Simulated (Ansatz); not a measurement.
`Cl[SiH2][SiH](Cl)Cl` → `Cl[Si]Cl` + `[SiH3]Cl` at 700 K and 1 bar (silylene formation by 1,1-elimination).

Calculated with Ansatz (gas phase, PBE0-D4/def2-TZVP geometries, no zero-point term in ΔE). CCSD(T)/CBS adds triple-zeta CCSD(T) − MP2 to the extrapolated MP2 energy (def2 sets, frozen cores). This one scheme is used for every species. Each species was taken in one conformer, which may not be the lowest.

```json
{"species": "`Cl[SiH2][SiH](Cl)Cl`", "CCSD(T)/CBS energy (Eh)": "-1959.44429", "H − E (kJ/mol)": "160.7", "S (J/(mol·K))": "504.2"}
{"species": "`Cl[Si]Cl`", "CCSD(T)/CBS energy (Eh)": "-1208.69388", "H − E (kJ/mol)": "41.9", "S (J/(mol·K))": "328.3"}
{"species": "`[SiH3]Cl`", "CCSD(T)/CBS energy (Eh)": "-750.69636", "H − E (kJ/mol)": "107.0", "S (J/(mol·K))": "306.3"}
```

H − E and S are ideal-gas, rigid-rotor, harmonic terms from PBE0-D4/def2-TZVP, for one conformer and one mirror image of each species. 1 Eh = 2625.50 kJ/mol, R = 8.31446 J/(mol·K).

Problem. By hand: ΔE, ΔH, ΔS and ΔG.

Solution. ΔE = (-1208.69388) + (-750.69636) − (-1959.44429) = 0.05405 Eh = 141.9 kJ/mol. Δ(H − E) = 41.9 + 107.0 − 160.7 = -11.8, so ΔH = 130.1 kJ/mol. ΔS = 328.3 + 306.3 − 504.2 = 130.4 J/(mol·K). ΔG = 130.1 − 700 × (130.4)/1000 = 38.8 kJ/mol.

Problem. By hand: the equilibrium constant, and the temperature at which ΔG would vanish if ΔH and ΔS stayed fixed.

Solution. log₁₀ K = −ΔG/(RT ln 10) = -2.9. ΔG = 0 at ΔH/ΔS = 998 K.

The number of gas molecules changes by +1, which sets the sign of ΔS. A doubt of 5 kJ/mol in ΔE shifts log₁₀ K by 0.4 here. Other conformers and mirror images would add mixing entropy, several J/(mol·K) or more a flexible species. Modes under 60 cm⁻¹, often nearly free rotors, make the harmonic entropy too high. These are equilibria of isolated gas molecules and say nothing of rates. Largest T1 diagnostic: 0.013 (customary marks: 0.02 for closed shells, 0.045 for open ones).
